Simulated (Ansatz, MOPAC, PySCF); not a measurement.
Noncovalent pair: aminoborane (SMILES BN) (first 6 atoms) with HF (SMILES F); geometry from B3LYP-D3(BJ)/def2-TZVP, rigid monomers moved along the line of their centres of mass till N2···H8 is 3.44 Å.
(charge 0, multiplicity 1):
```json
[
 {"atom": "B", "x (Å)": "0.9064", "y (Å)": "-0.1258", "z (Å)": "0.0613"},
 {"atom": "N", "x (Å)": "-0.1434", "y (Å)": "0.5794", "z (Å)": "0.6653"},
 {"atom": "H", "x (Å)": "0.6626", "y (Å)": "-0.8237", "z (Å)": "-0.8706"},
 {"atom": "H", "x (Å)": "1.9991", "y (Å)": "-0.0255", "z (Å)": "0.5206"},
 {"atom": "H", "x (Å)": "0.0124", "y (Å)": "1.2765", "z (Å)": "1.3784"},
 {"atom": "H", "x (Å)": "-1.0649", "y (Å)": "0.6332", "z (Å)": "0.2571"},
 {"atom": "F", "x (Å)": "-1.6533", "y (Å)": "-2.1866", "z (Å)": "3.7026"},
 {"atom": "H", "x (Å)": "-1.3137", "y (Å)": "-1.6088", "z (Å)": "3.0449"}
]
```

Counterpoise-corrected where a basis set is named; no monomer relaxation. Rows marked so take none.

Cores are frozen in the correlated methods. CBS: X⁻³ extrapolation of the correlation energy, Hartree–Fock from the larger set. Rows in 6-311+G**, 6-31G*, STO-3G carry no dispersion term and start afresh at each structure (6-31G* with six Cartesian d functions). MP2/6-31G* freezes PySCF's default core. The state reached by PM3 isn't checked.

Codes used: Ansatz (an electronic-structure program); MOPAC for PM3 (differences of heats of formation); PySCF for 6-311+G** rows, 6-31G* rows, STO-3G rows, the dispersion terms. 

Other levels give for the interaction energy: PBE/def2-TZVPPD -0.97; B3LYP/def2-TZVPPD -0.84; B3LYP-D3(BJ)/def2-TZVPPD -1.08; wB97M-V/def2-TZVPPD -1.04; MP2/CBS(aug-cc-pVDZ, aug-cc-pVTZ) + ΔCCSD(T)/aug-cc-pVDZ -1.04 kcal/mol.

Common cheap choices:

| level | interaction energy (kcal/mol) | less -1.04 (MP2/CBS(aug-cc-pVDZ, aug-cc-pVTZ) + ΔCCSD(T)/aug-cc-pVDZ) |
|---|---|---|
| PM3 | 0.40 | 1.44 |
| HF/STO-3G (no counterpoise) | -0.27 | 0.77 |
| BP86/6-31G* (no counterpoise) | -0.95 | 0.09 |
| B3LYP/6-31G* | -0.85 | 0.19 |
| B3LYP/6-31G* (no counterpoise) | -1.16 | -0.12 |
| B3LYP/6-311+G** (no counterpoise) | -1.00 | 0.04 |
| M06-2X/6-31G* (no counterpoise) | -1.31 | -0.27 |
| MP2/6-31G* (no counterpoise) | -1.30 | -0.26 |
